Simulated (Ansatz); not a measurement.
System: C2H5GeO2, net charge -1, singlet state. It need not be the lowest isomer of its formula. Whether it binds its extra electron was not tested at this geometry. 
Structure (B3LYP-D3(BJ)/def2-TZVP (Ansatz, a first-principles code) minimum search):
SMILES: [CH2-]C(=O)[O][GeH3]
```xyz
10

C      2.6963     0.2652    -0.0590
C      1.3609     0.0107    -0.0740
O      0.7348    -1.0721    -0.4268
O      0.4474     0.9616     0.3195
Ge    -1.0969    -0.0359     0.0498
H      3.3922    -0.4987    -0.3729
H      3.0662     1.2265     0.2648
H     -1.4802    -1.1777     1.0334
H     -1.6188    -0.3081    -1.3894
H     -2.0580     1.1370     0.5257
```
Charge -1, spin multiplicity 1.

Basis-set convergence of Hartree-Fock and MP2 correlation energies (hartree) with Ansatz. Correlated levels leave the core frozen unless marked. Spin-orbit coupling is left out. The frozen core is the preceding noble-gas configuration, with the filled d and f shells of earlier blocks. No relativistic terms.

```tsv
basis	functions	E(HF)	E(corr, MP2)
aug-cc-pVDZ	173	-2303.75077	-0.79849
aug-cc-pVTZ	358	-2303.87964	-0.96134
aug-cc-pVQZ	643	-2303.89788	-1.01914
```

Extrapolating the two largest sets (X = 3 and 4) as X^-3: E(corr) = (64·(-1.01914) - 27·(-0.96134))/37 = -1.0613 Eh, an estimate of the basis-set limit. The largest set recovers 96.0 % of it, the smallest 75.2 %.
